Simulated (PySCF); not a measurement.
# Computed vibrations of Bi(SH)3

Bi(SH)3 (singlet). PySCF 2.14.0, RKS PBE0, Bi def2-SVP with ECP60, S def2-SVP, H def2-SVP; non-relativistic Hamiltonian with scalar-relativistic core potentials where named; density fitting; no spin-orbit coupling. Central differences of gradients.

```xyz
7

Bi    0.0000    0.0000   -0.4042
S     2.2422    0.0000    0.8158
H     1.7189    0.0000    2.0612
S    -1.1211    1.9418    0.8158
H    -0.8594    1.4886    2.0612
S    -1.1211   -1.9418    0.8158
H    -0.8594   -1.4886    2.0612
```

Run from Python with OMP_NUM_THREADS=2. Where DIIS fails, smearing, a level shift and second-order steps follow.
It took 41 s on 2 threads of Arm Neoverse V1, with other jobs on the host.

Question: What are the harmonic wavenumbers and infrared intensities?

Answer: Modes are labelled in C3v; negative numbers are unstable modes, those under 60 cm⁻¹ near the noise; a finer grid moves soft modes by up to 10 cm⁻¹.
```tsv
cm⁻¹	km/mol	symmetry
-213	–	a2
56	12.3	e
56	12.3	e
113	9.9	a1
141	34.8	e
141	34.8	e
306	31.9	e
306	31.9	e
315	10.7	a1
616	0.0	e
616	0.0	e
669	14.2	a1
2720	3.3	e
2720	3.3	e
2720	0.6	a1
```

Question: Is this a minimum?

Answer: No: 1 unstable; the lowest moves the atoms so:
```
Bi   0.00  0.00  0.00
S    0.00 -0.01  0.00
H    0.00  0.58  0.00
S    0.01  0.01  0.00
H   -0.50 -0.29  0.00
S   -0.01  0.01  0.00
H    0.50 -0.29  0.00
```
